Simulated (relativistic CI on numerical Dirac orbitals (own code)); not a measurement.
## Slater and spin-orbit integrals, Mn XVIII

These numbers are calculated, not measured: Dirac-Coulomb-Breit CI, separate exchange-only KLI orbitals for each configuration, model QED, unscaled Slater integrals (own radial code, finite nucleus).

Slater integrals F^k, G^k are unscaled and averaged over j, outside the closed core 1s2; ζ comes from projecting the Hamiltonian with its Breit term on Σ l·s of the shell.

- 2s2 2p4: F^2(2p,2p) = 409090, ζ(2p) = 59428 cm⁻¹; <r>(2p) = 0.2323, <r^2>(2p) = 0.06556 (bohr units).
- 2s 2p5: G^1(2s,2p) = 449850, ζ(2p) = 58834 cm⁻¹; <r>(2s) = 0.2671, <r^2>(2s) = 0.08373, <r>(2p) = 0.2331, <r^2>(2p) = 0.06606 (bohr units).
- 2p5 3s: ζ(2p) = 60519, G^1(2p,3s) = 40731 cm⁻¹; <r>(2p) = 0.2307, <r^2>(2p) = 0.06467, <r>(3s) = 0.6508, <r^2>(3s) = 0.4807 (bohr units).

Averages of the first 10 configurations, taken without configuration mixing, which lowers the lowest level and can move excited configurations by several eV; other configurations of the list can lie among them:

| Configuration | Parity | States | Average energy above the lowest level (eV) |
| --- | --- | --- | --- |
| 2s2 2p4 | even | 15 | 12.0 |
| 2s 2p5 | odd | 12 | 122.0 |
| 2p6 | even | 1 | 249.6 |
| 2p5 3s | odd | 12 | 983.2 |
| 2p5 3p | even | 36 | 1011.1 |
| 2s2 2p3 3s | odd | 40 | 767.7 |
| 2p5 3d | odd | 60 | 1045.5 |
| 2s2 2p3 3p | even | 120 | 798.2 |
| 2s2 2p3 3d | odd | 200 | 833.1 |
| 2s 2p4 3s | even | 60 | 866.5 |
